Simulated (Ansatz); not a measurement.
Calculated with Ansatz (gas phase, PBE0-D4/def2-TZVP geometries, no zero-point term in ΔE). CCSD(T)/CBS is the MP2 limit (def2-TZVPP, def2-QZVPP) plus CCSD(T) − MP2 in def2-TZVPP, frozen cores. This one scheme is used for every species. DFT in def2-TZVPP. Each species was taken in one conformer, which may not be the lowest.

`C[CH](C)[Al]([OH])[OH]` + `O[SiH3]` → `[OH][Al]([OH])[O][SiH3]` + `CCC`  (ligand exchange at the Al–C bond)

Task: Is it downhill or uphill in electronic energy at CCSD(T)/CBS, and by how much? (An estimate is asked.)

Result: Ansatz gave: Downhill: ΔE = -1.86 eV.

Task: What do these levels give: r2SCAN-D4, PBE0-D4, B2PLYP, PBE, SCS-MP2/def2-QZVPP, HF/CBS(def2)? (Estimate.)

Result: Computed: r2SCAN-D4 -1.87, PBE0-D4 -1.77, B2PLYP -1.93, PBE -1.71, SCS-MP2/def2-QZVPP -1.94, HF/CBS(def2) -2.20 eV.

Largest T1 diagnostic among the species: 0.012.

From PBE to PBE0 (25 % exact exchange), in def2-TZVPP and without D4, ΔE moves by −0.09 eV. The D4 term adds +0.05 eV with B3LYP and +0.03 eV with PBE0; it sums over pairs of atoms, weighted by their polarisabilities, and B3LYP, whose exchange is more repulsive, gets the larger term. In def2-TZVPP, CCSD(T) changes the Hartree–Fock value by +0.29 eV (the triples alone add +0.05 eV) and MP2 by +0.29 eV.

B3LYP here is the variant with VWN-RPA as its local correlation; programs differ in this.
